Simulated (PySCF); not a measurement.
C2H7ClOSi2, SMILES [SiH3]C(=C)[Si@H](O)Cl.

Coordinates come from a PBE0-D3(BJ)/def2-SVP optimisation. The structure was generated by enumeration; whether it is a known compound was not checked. Other conformers were not sampled.

These are TDA-ωB97X/def2-SVPD (PySCF) values and carry that method's errors.

Vertical excitations. Gas-phase values at a fixed geometry.

Task: Give excitation energies, oscillator strengths and character. (Estimate from the structure and the level; the computed values follow.)

Result: 
```
state  energy (eV)  λ (nm)      f                                                                   main pairs
-----  -----------  ------  -----  ---------------------------------------------------------------------------
S1            5.83     213  0.001                                             HOMO−1→LUMO 72 %, HOMO→LUMO 17 %
S2            7.29     170  0.435                                             HOMO→LUMO 74 %, HOMO−1→LUMO 17 %
S3            7.71     161  0.006         HOMO−4→LUMO 30 %, HOMO−3→LUMO 29 %, HOMO−8→LUMO 9 %, HOMO−6→LUMO 8 %
S4            7.89     157  0.021                                           HOMO→LUMO+1 67 %, HOMO→LUMO+3 12 %
S5            7.90     157  0.008                                       HOMO−1→LUMO+1 62 %, HOMO−1→LUMO+2 10 %
S6            8.11     153  0.013                                                             HOMO−2→LUMO 74 %
S7            8.32     149  0.040      HOMO−4→LUMO 22 %, HOMO−3→LUMO 22 %, HOMO−1→LUMO+3 11 %, HOMO−2→LUMO 7 %
S8            8.54     145  0.020     HOMO→LUMO+4 25 %, HOMO→LUMO+2 25 %, HOMO−1→LUMO+3 9 %, HOMO−1→LUMO+2 8 %
S9            8.57     145  0.039                       HOMO−3→LUMO 18 %, HOMO−1→LUMO+3 13 %, HOMO→LUMO+3 10 %
S10           8.64     144  0.014  HOMO−1→LUMO+2 27 %, HOMO−1→LUMO+4 12 %, HOMO−5→LUMO 11 %, HOMO−1→LUMO+1 9 %
T1            4.15     298      0                                             HOMO→LUMO 74 %, HOMO−1→LUMO 12 %
T2            5.34     232      0                                             HOMO−1→LUMO 73 %, HOMO→LUMO 13 %
T3            7.22     172      0       HOMO−4→LUMO 29 %, HOMO−3→LUMO 22 %, HOMO−8→LUMO 17 %, HOMO−6→LUMO 11 %
T4            7.59     163      0  HOMO−1→LUMO+1 40 %, HOMO−1→LUMO+2 13 %, HOMO→LUMO+1 12 %, HOMO−1→LUMO+3 6 %
```
Triplets are in the Tamm–Dancoff approximation.
